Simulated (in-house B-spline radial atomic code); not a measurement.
RPA and G0W0 on LDA VWN5: Zr4+

Configuration [Ar] 3d10 4s2 4p6, mean-field start LDA VWN5. Computed with an all-electron radial atomic-structure program (B-spline basis): all electrons, non-relativistic, point nucleus, each spin shell either full or empty, empty states to l = 9 with an (l + 1/2)⁻⁴ tail; G0W0 by contour deformation at full frequency.

Without relativity these are model numbers: it shifts the levels of so heavy an element strongly and can reorder them.

Command:
```bash
python run_gw.py task.json out
```
Settings (radii: box in bohr, nucleus in fm):
```
Z                        40
electrons                36
configuration            [Ar] 3d10 4s2 4p6
hamiltonian              nr
method                   lda,vwn
lmax                     9
spin_polarised           False
box_radius               11.96
intervals                51
```

Run time, properties included: 1.3 s on 1 thread of AMD EPYC 7R13 Processor (shared host).

Energies (hartree):

```json
{"term": "mean-field total", "value": "-3533.87145"}
{"term": "Hartree-Fock functional on these orbitals", "value": "-3536.25934"}
{"term": "direct second order", "value": "-3.0642"}
{"term": "second-order exchange", "value": "0.87503"}
{"term": "SOSEX correction", "value": "0.81235"}
```

Task: What is the RPA correlation energy, and what remains with SOSEX?

Result: RPA gives -2.7006 hartree (-2.04 eV per electron); RPA + SOSEX gives -1.8883, and the second-order doubles -2.1892 hartree (no singles). SOSEX takes back 30 % of the RPA value.

Quasi-particle levels (eV):

| level | occupied | mean field | Σx - vxc | Σc | QP weight | G0W0 |
| --- | --- | --- | --- | --- | --- | --- |
| 4p | yes | -72.67 | -7.50 | ? | ? | ? |
| 3d | yes | -221.13 | -26.27 | 8.06 | 0.881 | -239.34 |
| 4d | no | -41.09 | 8.17 | -2.23 | 0.963 | -35.15 |

G0W0 = mean field + (Σx - vxc) + Σc, with Σc (partial-wave tail included) taken at the quasi-particle energy. Only the outer levels were computed. Levels of low weight are left out.

Task: Where does G0W0 put 4p?

Result: At -80.68 eV, with Σc = -0.51 eV and a quasi-particle weight of 0.946. The tabulated removal energy is 80.348 ± 0.007 eV (NIST, semi-empirical); the calculation leaves out relativity, Breit and QED terms, and what these don't explain is the method's own error.
